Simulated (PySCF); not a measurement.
Computed with B3LYP-D3(BJ)/def2-TZVP // TPSS-D3(BJ)/def2-SVP (PySCF). All species are isolated molecules in the gas phase. One relaxed conformer stands for a flexible species; it need not be the lowest. B3LYP has the VWN-RPA correlation part, as in Gaussian. 

Reference species: [Mo(Cl)2(NH2)4] (neutral, multiplicity 1).

```json
{
 "mean_distance_from_the_central_atom_to_its_bonded_neighbours": "2.116 Å",
 "HOMO": "-6.75 eV",
 "HOMO–LUMO gap": "3.19 eV"
}
```

Changed species: [Mo(Cl)6] (0 of 6 Cl replaced by NH2; the reference has 4 of 6 Cl replaced by NH2).

Question: Give the shifts of the mean distance from the central atom to its bonded neighbours, HOMO and HOMO–LUMO gap.

Answer: the mean distance from the central atom to its bonded neighbours rises by 0.198 Å, to 2.314 Å; the HOMO drops by 2.16 eV, to -8.91 eV; the HOMO–LUMO gap falls by 0.36 eV, to 2.83 eV.
